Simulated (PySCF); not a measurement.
Coordinates in bohr (charge 0 multiplicity 1):
```
Ge    0.0000    0.0000   -1.9170
Br    3.4149    0.0000    0.8977
Br   -3.4149    0.0000    0.8977
```

Computed with PBE0 in PySCF with Ge def2-TZVP, Br def2-TZVP; no relativity; density-fitted integrals.

This geometry of GeBr2 is a stationary point at this level.

Problem. What is the point group?

Solution. C2v.

Problem. Is it a minimum?

Solution. Yes: all harmonic wavenumbers are real.

Problem. What are the dipole moment and the gap between the highest occupied and lowest empty levels?

Solution. 1.81 D and 4.58 eV.

Problem. Give the atomic charges and bond orders.

Solution. 
```tsv
atom	Mulliken	Löwdin	polar tensor	Mayer order to Ge1
Ge1	0.57	-0.04	1.07	–
Br2,3	-0.28	0.02	-0.53	1.11
```
